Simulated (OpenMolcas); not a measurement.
# Zr3+: moving or changing the point charges

Zr3+ among 6 point charges of -1 e arranged as a tetragonal octahedron (D4h), 2.21 Å from the ion, with the axial distance 1.989 Å.

- Program: OpenMolcas 26.06
- Method: SS-CASPT2, IPEA 0.25 Eh, imaginary shift 0.1 Eh (closed shells correlated: 4s 4p)
- Basis: ANO-RCC-VDZP [6s5p3d1f]
- Scalar Hamiltonian: DKH2, point nucleus
- Active space: 1 electron in 5 orbitals (4d)
- State averaging: 2S+1 = 2 even, 5 roots
- Spin-orbit coupling: RASSI with atomic mean-field integrals over the reference wave functions

Runs around this geometry, states (labels of D4, the rotations of D4h). Energies in cm-1 above the lowest state or level, χT in cm3 K/mol.

| R (Å) | q (e) | Axial / equatorial distance | Ground state | First state of that spin | First gap with spin-orbit (degeneracies) | χT at 300 K |
| --- | --- | --- | --- | --- | --- | --- |
| 2.21 | -0.8 | 0.9 | 2B2 | 2E 1610 | 1440 (2, 2) | 0.265 |
| 2.21 | -1 | 0.9 | 2B2 | 2E 2030 | 1850 (2, 2) | 0.286 |
| 2.3 | -1 | 0.9 | 2B2 | 2E 1900 | 1720 (2, 2) | 0.275 |
| 2.21 | -1 | 0.97 | 2B2 | 2E 550 | 440 (2, 2) | 0.226 |

Taking the first state of the same spin as R^-n, n = -ln(1900 / 2030) / ln(2.3 / 2.21) = 1.7 between the shortest and longest distance.

Scaling the charges by -0.8 / -1 = 0.80 scales the first state of the same spin by 1610 / 2030 = 0.79; with fixed orbitals a first-order splitting would follow the charge.

Free-ion shares, where given, are those of the reference states; single-state CASPT2 does not remix them. Point charges carry no covalency, so the field is a model and not that of real ligands. No measured value stands beside these numbers.
